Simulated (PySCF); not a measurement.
Molecule: SMILES [SiH3][SiH]([SiH3])[SiH3], H10Si4.

Mapped SMILES: `[SiH3:1][SiH:2]([SiH3:3])[SiH3:4]`. Hydrogens are named by the atom that carries them.

Geometry PBE0-D3(BJ)/def2-SVP throughout; GIAO in PySCF 2.14.0 with density-fitted response routines, gas phase, one conformer, non-relativistic; equivalent atoms averaged; functional PBE0.

(1) How do the shifts δ (against TMS at the same level) depend on the basis set? (ppm; last column core-seconds on shared hosts with different chips, so compare them loosely)

(2) Which nucleus moves most, in ppm?

(3) Taking the largest basis, pcSseg-2 (312 functions), as the yardstick, rank the others by their worst heavy-atom deviation.

## Answers

(1) 
```csv
basis set,functions,Si1/Si3/Si4,Si2,H(Si1)/H(Si3)/H(Si4),H(Si2),core-s
STO-3G,46,-78.7,-85.6,1.47,1.14,3
6-31G,72,-77.0,-101.3,3.33,2.88,5.4
pcSseg-0,72,-147.6,-201.2,3.33,2.64,4.2
6-31G*,92,-68.6,-99.3,3.86,3.42,7.1
def2-SVP,122,-96.6,-131.3,3.67,3.16,8.7
cc-pVDZ,122,-88.5,-111.9,3.68,3.21,9
pcSseg-1,146,-101.7,-134.6,3.69,3.19,20
aug-cc-pVDZ,198,-93.9,-112.3,3.83,3.37,18
"6-311+G(2d,p)",200,-101.1,-132.4,3.98,3.49,19
def2-TZVP,208,-103.5,-138.2,3.98,3.48,20
IGLO-III,276,-102.5,-131.8,3.86,3.39,27
cc-pVTZ,276,-98.5,-135.5,3.75,3.30,29
pcSseg-2,312,-104.0,-139.6,3.74,3.24,46
```

(2) Si2 (silicon bonded to 3 Si, H): from -201.2 ppm with pcSseg-0 to -85.6 ppm with STO-3G. The smallest spread is 2.35 ppm, at H(Si2).

(3) def2-TZVP 1.4 ppm (208 functions), pcSseg-1 5.0 ppm (146 functions), cc-pVTZ 5.5 ppm (276 functions), 6-311+G(2d,p) 7.1 ppm (200 functions), IGLO-III 7.8 ppm (276 functions), def2-SVP 8.3 ppm (122 functions), aug-cc-pVDZ 27.3 ppm (198 functions), cc-pVDZ 27.7 ppm (122 functions), 6-31G 38.3 ppm (72 functions), 6-31G* 40.2 ppm (92 functions), STO-3G 53.9 ppm (46 functions), pcSseg-0 61.7 ppm (72 functions).

A small basis that lands close on one nucleus may do so by chance; judge by the trend and by all nuclei.
